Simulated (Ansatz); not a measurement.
**Cost against result**

The pair of HCl (SMILES Cl, atoms 1–2) and CH3I (SMILES CI, atoms 3–7), both closed shells, in one local arrangement (a lower one may exist), relaxed at PBE0-D4/def2-TZVP:

Cl1  (0.147, 0.361, -2.801)
H2  (-0.275, -0.511, -1.944)
C3  (0.124, 0.229, 1.014)
I4  (-0.783, -1.606, 0.422)
H5  (1.116, 0.258, 0.574)
H6  (-0.497, 1.035, 0.636)
H7  (0.169, 0.234, 2.099)
(Å)

Interaction energies are counterpoise-corrected; the time is that of the whole pair.

Computed with Ansatz 0.2.0 (basis: as named in each row); correlated methods freeze the cores. Filled d shells of the heavier atoms are correlated. Core potentials replace the inner electrons of the atoms past krypton. The def2 sets are not built for correlating such inner shells, so the correlated values are less sure here. B3LYP uses VWN-RPA correlation. Extrapolation: Hartree–Fock as exp(−7.88 √X), correlation as X^−2.97.

Times are rough, for one single point on 4 threads of a shared host (Arm Neoverse V2).

The estimate by CCSD(T) at an estimated basis limit (MP2 extrapolated from triple and quadruple zeta, plus CCSD(T) − MP2 in triple zeta) is -13.3 kJ/mol.

```json
{"method": "SPW92", "basis": "def2-SVP", "time (s)": "under 1", "interaction energy (kJ/mol)": "-22.2", "method less estimate": "-9.0"}
{"method": "PBE-D4", "basis": "def2-SVP", "time (s)": "under 1", "interaction energy (kJ/mol)": "-16.3", "method less estimate": "-3.0"}
{"method": "PBE0-D4", "basis": "def2-SVP", "time (s)": "under 1", "interaction energy (kJ/mol)": "-14.5", "method less estimate": "-1.2"}
{"method": "CCSD(T)", "basis": "def2-SVP", "time (s)": "1", "interaction energy (kJ/mol)": "-1.6", "method less estimate": "11.6"}
{"method": "PBE-D4", "basis": "def2-TZVPPD", "time (s)": "1", "interaction energy (kJ/mol)": "-18.2", "method less estimate": "-4.9"}
{"method": "revPBE-D4", "basis": "def2-TZVPPD", "time (s)": "1", "interaction energy (kJ/mol)": "-16.2", "method less estimate": "-3.0"}
{"method": "BLYP-D4", "basis": "def2-TZVPPD", "time (s)": "2", "interaction energy (kJ/mol)": "-15.7", "method less estimate": "-2.4"}
{"method": "HSE06-D4", "basis": "def2-TZVPPD", "time (s)": "2", "interaction energy (kJ/mol)": "-16.2", "method less estimate": "-3.0"}
{"method": "PBE0-D4", "basis": "def2-TZVPPD", "time (s)": "2", "interaction energy (kJ/mol)": "-16.2", "method less estimate": "-2.9"}
{"method": "B3LYP-D4", "basis": "def2-TZVPPD", "time (s)": "2", "interaction energy (kJ/mol)": "-15.0", "method less estimate": "-1.8"}
{"method": "wB97M-V", "basis": "def2-SVP", "time (s)": "3", "interaction energy (kJ/mol)": "-10.8", "method less estimate": "2.5"}
{"method": "r2SCAN-D4", "basis": "def2-TZVPPD", "time (s)": "3", "interaction energy (kJ/mol)": "-15.5", "method less estimate": "-2.3"}
{"method": "B2PLYP", "basis": "def2-TZVPPD", "time (s)": "4", "interaction energy (kJ/mol)": "-9.1", "method less estimate": "4.1"}
{"method": "wB97X-V", "basis": "def2-TZVPPD", "time (s)": "5", "interaction energy (kJ/mol)": "-12.8", "method less estimate": "0.5"}
{"method": "wB97M-V", "basis": "def2-TZVPPD", "time (s)": "6", "interaction energy (kJ/mol)": "-12.9", "method less estimate": "0.4"}
{"method": "B97M-V", "basis": "def2-TZVPPD", "time (s)": "7", "interaction energy (kJ/mol)": "-14.0", "method less estimate": "-0.8"}
{"method": "MP2", "basis": "def2-QZVPPD", "time (s)": "9", "interaction energy (kJ/mol)": "-15.0", "method less estimate": "-1.8"}
{"method": "CCSD(T)", "basis": "def2-TZVPPD", "time (s)": "79", "interaction energy (kJ/mol)": "-10.3", "method less estimate": "3.0"}
```

T1 diagnostic: at most 0.008.
